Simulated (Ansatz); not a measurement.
A nudged elastic band was laid between two geometries of CH4 + ClIn (7 atoms, charge 0, multiplicity 1).

Computed with RKS PBE0/def2-SVP (Ansatz).

```json
{"movable images": "7", "climbing image": "yes", "spring": "5.0 eV/Å²", "optimiser": "quadratic models (default)", "start path": "through a guess of the saddle point", "force threshold": "0.03 eV/Å", "iteration limit": "60", "end points": "relaxed"}
```

Image 0:

```xyz
7
Properties=species:S:1:pos:R:3
In -2.106 0.809 1.955
H 0.233 -1.306 0.289
C 0.714 -0.681 -0.477
H 0.286 0.332 -0.468
Cl -1.471 2.608 0.436
H 0.554 -1.136 -1.464
H 1.791 -0.625 -0.271
```

Image 8:

```xyz
7
Properties=species:S:1:pos:R:3
In -1.294 0.554 1.220
H 1.481 0.059 -1.743
C 0.020 -0.743 0.348
H 1.946 0.180 -2.339
Cl -2.350 2.638 1.395
H -0.550 -1.625 0.000
H 0.747 -1.064 1.119
```

Q: What changes between the two ends?

A: Bonds broken: H2–C3, C3–H4. Bonds formed: In1–C3, H2–H4. CH4 + ClIn becomes CH2ClIn + H2.

Q: What energy profile does the band end with?

A: The forces met the threshold. The highest image is number 6 of 0 to 8, 99.9 kcal/mol above the first end and 5.0 kcal/mol above the last; the last end lies 95.0 kcal/mol above the first. The profile has 2 maxima (images 2, 6) with wells between them (image 4): this band takes more than one step, which may be the mechanism or a detour left from its start path. Neighbouring images differ by up to 4.3 eV, so the band resolves the path poorly. A vibrational analysis at the climbing image gives one clearly imaginary mode, 458i cm⁻¹: a first-order saddle point. The orbitals stay closed-shell, which can raise the energy where a bond breaks towards radicals; this wasn't checked here.

```tsv
image	path coordinate (Å)	energy (kcal/mol)	H2–C3 (Å)	C3–H4 (Å)	In1–C3 (Å)
0	0.00	0.0	1.10	1.10	4.01
1	1.49	0.1	1.10	1.10	5.44
2	2.99	0.6	1.10	1.10	6.03
3	4.48	0.2	1.10	1.10	5.92
4	5.97	0.1	1.10	1.10	4.75
5	7.47	0.5	1.10	1.10	3.53
6	8.96	99.9	1.42	2.08	2.20
7	9.83	96.0	2.07	2.79	2.05
8	10.70	95.0	2.67	3.43	2.04
```

Q: What is the geometry of the highest image?

A: 
```xyz
7
Properties=species:S:1:pos:R:3
In -1.297 0.330 1.338
H 0.928 0.089 -1.122
C 0.227 -0.478 -0.019
H 1.520 -0.262 -1.632
Cl -2.244 2.522 1.318
H -0.206 -1.382 -0.492
H 1.072 -0.820 0.610
```

Run time: 5.6 min on 2 threads of Arm Neoverse V1, on a shared host, peak memory 0.19 GiB.
